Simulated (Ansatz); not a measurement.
A first, cheap relaxation of `BNc1ccccc1`.

```yaml
crystal:
  periodic: [false, false, false]
  atoms:
    - {symbol: B, position_ang: [2.510500, -0.083300, 1.620700]}
    - {symbol: N, position_ang: [1.074300, -0.656600, 1.400400]}
    - {symbol: C, position_ang: [0.112700, -0.265100, 0.360900]}
    - {symbol: C, position_ang: [0.625500, 0.439800, -0.786600]}
    - {symbol: C, position_ang: [-0.382400, 0.770500, -1.779900]}
    - {symbol: C, position_ang: [-1.728400, 0.448000, -1.605000]}
    - {symbol: C, position_ang: [-2.112200, -0.266000, -0.463700]}
    - {symbol: C, position_ang: [-1.169000, -0.602600, 0.507300]}
    - {symbol: H, position_ang: [3.142400, -0.394900, 2.544700]}
    - {symbol: H, position_ang: [2.834000, 0.881100, 0.989400]}
    - {symbol: H, position_ang: [0.770000, -1.358400, 2.133500]}
    - {symbol: H, position_ang: [1.606500, 0.697000, -0.930900]}
    - {symbol: H, position_ang: [-0.114700, 1.338000, -2.664200]}
    - {symbol: H, position_ang: [-2.475800, 0.714100, -2.346100]}
    - {symbol: H, position_ang: [-3.181000, -0.555500, -0.343600]}
    - {symbol: H, position_ang: [-1.535300, -1.128600, 1.407400]}
basis:
  gaussian: {orbitals: def2-SVP}
hamiltonian: {xc: pbe, dispersion: d4}
relax: {f_tol: 0.03, max_steps: 200}
```

```sh
$ ansatz run in.yaml --threads 4 --pin off --events-out ev --progress --plain --max-ram 11315MiB
```

Output, abridged:

```
Functional definition: PBE
mean field -8501.15071161 eV, -312.4115263648 hartree, gradient 4.3e-5 eV, S^2 0.000000; 0 other end points of the search recorded, 0 dependent functions left out
relax step   1: F+E_penalty+E_count = -8501.57093175 eV  Δ(F+E_penalty+E_count) = +0.000e0 eV  max|allowed force component| = 5.781e0 eV/Å  Δτ_max = 0.0000 Å  (33 SCF iters, accepted)
mean field -8501.87471948 eV, -312.4381331632 hartree, gradient 2.2e-5 eV, S^2 0.000000; 0 other end points of the search recorded, 0 dependent functions left out
relax step   2: F+E_penalty+E_count = -8502.29714088 eV  Δ(F+E_penalty+E_count) = -7.262e-1 eV  max|allowed force component| = 2.108e0 eV/Å  Δτ_max = 0.1954 Å  (31 SCF iters, accepted)
mean field -8502.08575326 eV, -312.4458885117 hartree, gradient 1.4e-5 eV, S^2 0.000000; 0 other end points of the search recorded, 0 dependent functions left out
relax step   3: F+E_penalty+E_count = -8502.50697591 eV  Δ(F+E_penalty+E_count) = -2.098e-1 eV  max|allowed force component| = 4.736e-1 eV/Å  Δτ_max = 0.1999 Å  (31 SCF iters, accepted)
mean field -8502.06388828 eV, -312.4450849883 hartree, gradient 1.1e-5 eV, S^2 0.000000; 0 other end points of the search recorded, 0 dependent functions left out
relax step   4: F+E_penalty+E_count = -8502.48784789 eV  Δ(F+E_penalty+E_count) = +1.913e-2 eV  max|allowed force component| = 5.234e-1 eV/Å  Δτ_max = 0.1383 Å  (32 SCF iters, rejected (line search))
mean field -8502.11456810 eV, -312.4469474373 hartree, gradient 9.6e-6 eV, S^2 0.000000; 0 other end points of the search recorded, 0 dependent functions left out
relax step   5: F+E_penalty+E_count = -8502.53691819 eV  Δ(F+E_penalty+E_count) = -2.994e-2 eV  max|allowed force component| = 2.109e-1 eV/Å  Δτ_max = 0.0673 Å  (33 SCF iters, accepted)
mean field -8502.12179393 eV, -312.4472129816 hartree, gradient 2.4e-5 eV, S^2 0.000000; 0 other end points of the search recorded, 0 dependent functions left out
relax step   6: F+E_penalty+E_count = -8502.54473271 eV  Δ(F+E_penalty+E_count) = -7.815e-3 eV  max|allowed force component| = 3.678e-2 eV/Å  Δτ_max = 0.1000 Å  (31 SCF iters, accepted)
mean field -8502.12612337 eV, -312.4473720859 hartree, gradient 1.0e-5 eV, S^2 0.000000; 0 other end points of the search recorded, 0 dependent functions left out
relax step   7: F+E_penalty+E_count = -8502.54941674 eV  Δ(F+E_penalty+E_count) = -4.684e-3 eV  max|allowed force component| = 5.146e-2 eV/Å  Δτ_max = 0.1319 Å  (31 SCF iters, accepted)
mean field -8502.12653325 eV, -312.4473871486 hartree, gradient 1.1e-5 eV, S^2 0.000000; 0 other end points of the search recorded, 0 dependent functions left out
relax step   8: F+E_penalty+E_count = -8502.54980809 eV  Δ(F+E_penalty+E_count) = -3.913e-4 eV  max|allowed force component| = 1.519e-1 eV/Å  Δτ_max = 0.1764 Å  (31 SCF iters, accepted)
mean field -8502.12852742 eV, -312.4474604331 hartree, gradient 2.5e-5 eV, S^2 0.000000; 0 other end points of the search recorded, 0 dependent functions left out
relax step   9: F+E_penalty+E_count = -8502.55171337 eV  Δ(F+E_penalty+E_count) = -1.905e-3 eV  max|allowed force component| = 7.721e-2 eV/Å  Δτ_max = 0.0434 Å  (32 SCF iters, accepted)
mean field -8502.12932509 eV, -312.4474897467 hartree, gradient 2.5e-5 eV, S^2 0.000000; 0 other end points of the search recorded, 0 dependent functions left out
relax step  10: F+E_penalty+E_count = -8502.55250677 eV  Δ(F+E_penalty+E_count) = -7.934e-4 eV  max|allowed force component| = 9.319e-2 eV/Å  Δτ_max = 0.0419 Å  (32 SCF iters, accepted)
mean field -8502.12985237 eV, -312.4475091240 hartree, gradient 2.6e-5 eV, S^2 0.000000; 0 other end points of the search recorded, 0 dependent functions left out
relax step  11: F+E_penalty+E_count = -8502.55291819 eV  Δ(F+E_penalty+E_count) = -4.114e-4 eV  max|allowed force component| = 7.611e-3 eV/Å  Δτ_max = 0.0281 Å  (32 SCF iters, accepted)
mean field -8502.12975391 eV, -312.4475055057 hartree, gradient 2.6e-5 eV, S^2 0.000000; 0 other end points of the search recorded, 0 dependent functions left out
relax step  12: F+E_penalty+E_count = -8502.55275809 eV  Δ(F+E_penalty+E_count) = +1.601e-4 eV  max|allowed force component| = 5.922e-2 eV/Å  Δτ_max = 0.0581 Å  (31 SCF iters, rejected (line search))
mean field -8502.12995545 eV, -312.4475129123 hartree, gradient 2.5e-5 eV, S^2 0.000000; 0 other end points of the search recorded, 0 dependent functions left out
relax step  13: F+E_penalty+E_count = -8502.55301131 eV  Δ(F+E_penalty+E_count) = -9.312e-5 eV  max|allowed force component| = 2.371e-2 eV/Å  Δτ_max = 0.0284 Å  (32 SCF iters, accepted)
mean field -8502.13008783 eV, -312.4475177771 hartree, gradient 2.5e-5 eV, S^2 0.000000; 0 other end points of the search recorded, 0 dependent functions left out
relax step  14: F+E_penalty+E_count = -8502.55312230 eV  Δ(F+E_penalty+E_count) = -1.110e-4 eV  max|allowed force component| = 1.692e-2 eV/Å  Δτ_max = 0.0344 Å  (31 SCF iters, accepted)
mean field -8502.13008783 eV, -312.4475177771 hartree, gradient 2.5e-5 eV, S^2 0.000000; 1 other end points of the search recorded, 0 dependent functions left out
Total energy: -8502.55316227 eV, -312.4630654758 hartree
Atom 0 at     2.453837    -0.158041     1.581841 Å, force    -0.016925    -0.005501    -0.002194 eV/Å
Atom 1 at     1.090464    -0.472564     1.433091 Å, force     0.007154     0.003583     0.000797 eV/Å
Atom 2 at     0.171187    -0.171611     0.402311 Å, force     0.008886     0.000399     0.011433 eV/Å
Atom 3 at     0.542027     0.563229    -0.743448 Å, force    -0.003690     0.003335    -0.007299 eV/Å
Atom 4 at    -0.404517     0.836440    -1.737970 Å, force     0.000633     0.001015     0.001001 eV/Å
Atom 5 at    -1.730723     0.388269    -1.615518 Å, force     0.003429    -0.003903    -0.002960 eV/Å
Atom 6 at    -2.102535    -0.342833    -0.477785 Å, force     0.000137     0.000331     0.005175 eV/Å
Atom 7 at    -1.160895    -0.620049     0.522394 Å, force    -0.001834    -0.001573    -0.004428 eV/Å
Atom 8 at     3.010321    -0.551916     2.587905 Å, force     0.002187     0.003688    -0.002546 eV/Å
Atom 9 at     3.040225     0.481297     0.732864 Å, force    -0.004733    -0.004695     0.004761 eV/Å
Atom 10 at     0.652585    -1.013130     2.184691 Å, force     0.006111     0.004136    -0.007382 eV/Å
Atom 11 at     1.575940     0.918792    -0.849571 Å, force    -0.002253    -0.003685     0.003089 eV/Å
Atom 12 at    -0.098395     1.410847    -2.625811 Å, force    -0.000887     0.000270     0.000358 eV/Å
Atom 13 at    -2.467598     0.606915    -2.402521 Å, force     0.001020     0.001586     0.001060 eV/Å
Atom 14 at    -3.136152    -0.703415    -0.362985 Å, force     0.000536     0.001460    -0.000994 eV/Å
Atom 15 at    -1.458673    -1.194728     1.414811 Å, force     0.000231    -0.000446     0.000128 eV/Å
Dipole moment:    -0.316013    -0.105671     0.025069 e Å
```

Hardware: 4 threads of an Arm Neoverse V2 on a shared host. Wall time 26 s, peak host memory 0.22 GiB.
